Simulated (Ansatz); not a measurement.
Reaction (redistribution): `[CH3][In]([NH2])[NH2]` + `N[SiH](O)CBr` → `[CH3][In]([NH2])[Br]` + `NC[SiH](N)O`

Computed with Ansatz on PBE0-D4/def2-TZVP structures; ΔE is electronic, products minus reactants. CBS: MP2 limit from def2 TZ/QZ plus the TZ coupled-cluster correction, frozen cores. DFT in def2-TZVPP. Elements past krypton have def2 core potentials. For Br, In outer-core shells are correlated without core-valence functions, which leaves a few kJ/mol of doubt a bond. Scalar relativity is left out up to krypton. One conformer a species, not always the lowest.

CCSD(T)/CBS gives -110.3 kJ/mol.

Question: Another level gave -114.5 kJ/mol. Which?
A. ωB97X-V/def2-TZVPP
B. HF/def2-TZVPP
C. CCSD/def2-TZVPP
D. SCS-MP2/def2-TZVPP

Answer: C. CCSD/def2-TZVPP -114.5, ωB97X-V -119.6, SCS-MP2/def2-TZVPP -109.8, HF/def2-TZVPP -140.4 kJ/mol.

Largest T1 diagnostic among the species: 0.013.

In def2-TZVPP, CCSD(T) changes the Hartree–Fock value by +29.9 kJ/mol (the triples alone add +4.0 kJ/mol) and MP2 by +31.7 kJ/mol. From PBE to PBE0 (25 % exact exchange), in def2-TZVPP and without D4, ΔE moves by −8.1 kJ/mol.
